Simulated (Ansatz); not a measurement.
Input file:

```yaml
crystal:
  periodic: [false, false, false]
  atoms:
    - { symbol: Al, position_ang: [-1.484287, 0.317246, -0.510906] }
    - { symbol: "N", position_ang: [1.668684, -0.019758, -0.107021] }
    - { symbol: F, position_ang: [-1.701987, -0.300279, -2.01828] }
    - { symbol: F, position_ang: [-1.844672, 1.892816, -0.193558] }
    - { symbol: H, position_ang: [1.129514, -0.646783, 0.491114] }
    - { symbol: O, position_ang: [-1.1111, -0.817456, 0.844037] }
    - { symbol: H, position_ang: [2.267359, -0.586142, -0.701315] }
    - { symbol: H, position_ang: [2.26417, 0.551451, 0.485435] }
    - { symbol: H, position_ang: [-1.187682, -0.390995, 1.710594] }
basis:
  gaussian: { orbitals: "6-31G*" }
hamiltonian:
  xc: b3lyp
  dispersion: d4
relax:
  f_tol: 0.03
  max_steps: 50
```

Launched with:

```bash
$ ansatz run input.yaml --threads 2 --pin off --max-ram 3072MiB --backend cpu --events-out ev --progress --plain --runs-dir out
```

Hardware: 2 threads of Intel(R) Xeon(R) Platinum 8488C (Sapphire Rapids), with other jobs on the host.

Question: Roughly how long does this run take, and how much memory?

Answer: 28 s, with a peak of 0.19 GiB, for 16 ionic steps.
